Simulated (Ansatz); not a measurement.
```xyz
12

C    -0.618    1.499    0.117
B    -0.003    0.065    0.315
N     0.290   -0.404    1.593
Si    0.385   -1.150   -1.261
H    -1.578    1.441   -0.406
H    -0.778    2.044    1.053
H     0.028    2.112   -0.522
H     0.684   -1.311    1.779
H     0.125    0.141    2.425
H     1.344   -0.523   -2.218
H    -0.853   -1.456   -2.037
H     0.974   -2.457   -0.838
```

Charge 0, multiplicity 1.

(1) List the CAM-B3LYP/def2-TZVPP orbital energies in eV (Ansatz). (Best estimate.)

Answers

(1) The calculation gave: Occupied: -1800.07, -391.62, -277.92, -185.24, -144.71, -100.04, -100.04, -100.00, -26.02, -21.05, -16.87, -15.93, -15.41, -12.79, -12.65, -11.49, -10.77, -10.67, -9.99, -9.02. Lowest empty: 1.00, 1.44, 2.23, 2.49, 2.65, 2.90, 3.38, 3.86.
